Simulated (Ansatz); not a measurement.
A geometry relaxed with Ansatz (an electronic-structure program) with PBE-D3(BJ)/def2-SVP, charge 0, multiplicity 1:

```xyz
12

H      3.0087     1.7391     0.0037
H      2.4323    -1.4028     0.0013
H     -0.0012     2.8079     0.0023
H     -2.4311    -1.4049    -0.0032
Ga    -1.6516     0.9525    -0.0010
Ga     1.6507     0.9541     0.0012
N     -1.5437    -0.8923    -0.0014
H      0.0019    -3.4752    -0.0009
N     -0.0009     1.7831     0.0011
Ga     0.0009    -1.9066    -0.0003
N      1.5446    -0.8908     0.0004
H     -3.0105     1.7359    -0.0032
```

Q: Write the SMILES of this molecule.

A: gallium nitride flake of 1 rings (benzene shape) `[NH]1[GaH][NH][GaH][NH][GaH]1`
